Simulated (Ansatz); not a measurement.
Reaction (formal hydrolysis of the Hf–N bond): `[NH2][Hf]([OH])([OH])[F]` + H₂O → `[OH][Hf]([OH])([OH])[F]` + NH₃

Isolated molecules relaxed with PBE0-D4/def2-TZVP in Ansatz; ΔE leaves out vibrations. CCSD(T)/CBS adds triple-zeta CCSD(T) − MP2 to the extrapolated MP2 energy (def2 sets, frozen cores). This one scheme is used for every species. DFT in def2-TZVPP. def2 core potentials past Kr. For Hf outer-core shells are correlated without core-valence functions, which leaves a few kJ/mol of doubt a bond. Each species was taken in one conformer, which may not be the lowest.

Q: Is it downhill or uphill in electronic energy at CCSD(T)/CBS, and by how much? (Estimate.)

A: Ansatz gave: Downhill: ΔE = -0.68 eV.

Q: What do these levels give: B2PLYP, r2SCAN, CCSD/def2-TZVPP, CCSD(T)/def2-TZVPP, SCS-MP2/def2-QZVPP, CCSD/CBS(def2)? (Estimate.)

A: Computed: B2PLYP -0.74, r2SCAN -0.74, CCSD/def2-TZVPP -0.70, CCSD(T)/def2-TZVPP -0.70, SCS-MP2/def2-QZVPP -0.71, CCSD/CBS(def2) -0.68 eV.

Largest T1 diagnostic among the species: 0.015.

In def2-TZVPP, CCSD(T) changes the Hartree–Fock value by +0.09 eV (the triples alone add +0.01 eV) and MP2 by +0.08 eV.
